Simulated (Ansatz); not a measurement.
Reaction (cleavage of the B–B bond): `BBC=C` + `N=CCl` → `B/N=C\Cl` + `BC=C`

Gas-phase electronic energies from Ansatz, PBE0-D4/def2-TZVP geometries. CCSD(T)/CBS is the MP2 limit (def2-TZVPP, def2-QZVPP) plus CCSD(T) − MP2 in def2-TZVPP, frozen cores. This one scheme is used for every species. Functionals use def2-TZVPP. HSE06 is defined as in plane-wave codes. Each species was taken in one conformer, which may not be the lowest.

```tsv
level	ΔE (eV)
r2SCAN0-D4	-1.37
HSE06-D4	-1.35
MP2/def2-TZVPP	-1.41
CCSD/def2-TZVPP	-1.29
```

Q: What does CCSD(T)/CBS give? (Best estimate.)

A: The calculation gave: -1.31 eV. The listed levels differ from it by -0.06, -0.04, -0.10, 0.02 eV.

Largest T1 diagnostic among the species: 0.014.

Leaving LDA and LC-ωPBE aside and taking each functional with its dispersion term where it has one, the values, not all of them listed here, spread over 0.18 eV, from BLYP-D4 to ωB97X-V. LDA lies −0.12 eV from PBE without D4. From BLYP to BHLYP (50 % exact exchange), in def2-TZVPP and without D4, ΔE moves by +0.07 eV. In def2-TZVPP, CCSD(T) changes the Hartree–Fock value by −0.04 eV (the triples alone add −0.03 eV) and MP2 by −0.13 eV.
